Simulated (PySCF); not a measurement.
This PySCF input asks for the NMR shieldings of `O(C)C[C@@H]1O[Si@H](F)O[SiH2]1`, C$_{3}$H$_{9}$FO$_{3}$Si$_{2}$; the geometry comes from GFN2-xTB.

```python
import basis_set_exchange as bse
import numpy as np
from pyscf import gto, dft
from pyscf.prop import nmr

atoms = """
C     2.962720    0.236814   -0.090687
O     1.712499    0.017097    0.514399
C     0.823168   -0.719251   -0.292433
C    -0.518499   -0.687503    0.424560
O    -1.549424   -1.154298   -0.435037
Si   -2.857480   -0.221276   -0.596969
F    -3.046487    0.155603   -2.137968
O    -2.442661    1.120148    0.229453
Si   -0.966147    1.117541    0.943368
H     3.555474    0.807248    0.621175
H     2.859351    0.806121   -1.022148
H     3.467641   -0.710632   -0.312131
H     1.191285   -1.745102   -0.443593
H     0.713411   -0.248511   -1.280575
H    -0.476236   -1.368704    1.280993
H    -4.074843   -0.775720   -0.072082
H    -1.173577    1.227505    2.378898
H    -0.188955    2.149237    0.279121
"""
names = dict.fromkeys(["C", "O", "Si", "F", "H"], "pcSseg-1")
basis = {el: gto.basis.parse(bse.get_basis(n, elements=[el], fmt="nwchem")) for el, n in names.items()}
mol = gto.M(atom=atoms, basis=basis, charge=0, verbose=0)
mf = dft.RKS(mol, xc="PBE0")
mf.grids.level = 2
mf.grids.alignment = dft.numint.BLKSIZE   # the property module wants whole blocks of grid points
mf.conv_tol = 1e-9
mf.kernel()

calc = nmr.RKS(mf)   # GIAO
C = mf.mo_coeff
Co = C[:, mf.mo_occ > 0]
resp = mf.gen_response(singlet=True, hermi=2)
def vind(x):   # induced exchange potential for any number of trial vectors
    d = np.einsum("pi,xij,qj->xpq", C, 2 * x.reshape(-1, C.shape[1], Co.shape[1]), Co, optimize=True)
    return np.einsum("xpq,pi,qj->xij", resp(d - d.transpose(0, 2, 1)), C, Co, optimize=True).ravel()
mo1, _ = nmr.rhf.solve_mo1(calc, with_cphf=vind)
sigma = calc.kernel(mo1)
for i, s in enumerate(sigma):   # ppm
    print("%2d %-2s %9.2f" % (i, mol.atom_pure_symbol(i), np.trace(s) / 3))
```

Question: Give the expected output.

Answer: 
```
 0 C     125.37
 1 O     318.43
 2 C     107.95
 3 C     118.50
 4 O     275.03
 5 Si    391.19
 6 F     310.09
 7 O     263.62
 8 Si    363.98
 9 H      27.91
10 H      28.36
11 H      28.24
12 H      27.47
13 H      28.39
14 H      27.32
15 H      27.26
16 H      26.69
17 H      26.86
```

These numbers come from an equivalent density-fitted implementation of the same equations, which agrees with the script to about 0.01 ppm for H and up to a few tenths of a ppm for heavy atoms, so last digits may differ.

Question: Turn these shieldings into chemical shifts. Chemical shifts δ = σref − σ; TMS for ¹³C (σ = 186.93 ppm) and ²⁹Si (σ = 349.16 ppm) and ¹H (σ = 31.72 ppm); H2O for ¹⁷O (σ = 336.08 ppm); ¹⁹F (σ = 170.95 ppm) against CFCl3, all at this level.

Answer: Averaging equivalent atoms: C 2: 79.0; C 3: 68.4; C 0: 61.6; O 7: 72.5; O 4: 61.0; O 1: 17.6; Si 8: -14.8; Si 5: -42.0; F 6: -139.1; H 16: 5.02; H 17: 4.86; H 15: 4.46; H 14: 4.39; H 12: 4.24; H 9/10/11: 3.55; H 13: 3.33 ppm. Unscaled 19F shifts against computed CFCl3 carry errors that often reach 10 to 50 ppm. Experimental scales use liquid or dissolved standards, which lie at an offset from isolated H2O (liquid H2O: subtract about 36 ppm).

Size and cost of the density-fitted run: 212 basis functions, 79 s wall time on 1 thread of an Arm Neoverse N1, shared host; peak memory 0.87 GiB.
